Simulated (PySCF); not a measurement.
Cl₂HSbTe. Atoms are numbered in the order given.

```xyz
5

Sb    -0.4959     0.5141     0.8000
Cl    -2.3733    -0.1632    -0.5280
Cl     0.0291     2.5669    -0.3327
Te     1.2060    -1.2724    -0.5143
H      2.4281    -0.9158     0.5754
```

Geometry optimised at B3LYP-D3(BJ)/def2-SVP. The structure was generated by enumeration; whether it is a known compound was not checked. The def2 effective core potentials stand for the cores of Sb, Te; spin–orbit coupling is left out.

Method: PBE/def2-TZVP (PySCF).

Gas-phase values at a fixed geometry.

* **total energy**: -1429.03800 hartree
* **highest occupied level**: -5.92 eV
* **lowest empty level**: -3.02 eV
* **orbital gap**: 2.89 eV
* **dipole moment**: 2.69 D
* **quadrupole, principal values (traceless, Buckingham form, about the centre of nuclear charge)**: -7.31, 0.44, 6.87 D·Å
* **mean static polarisability**: 110.0 bohr³ (16.31 Å³)
* **polarisability, principal values**: 83.9, 104.5, 141.8 bohr³
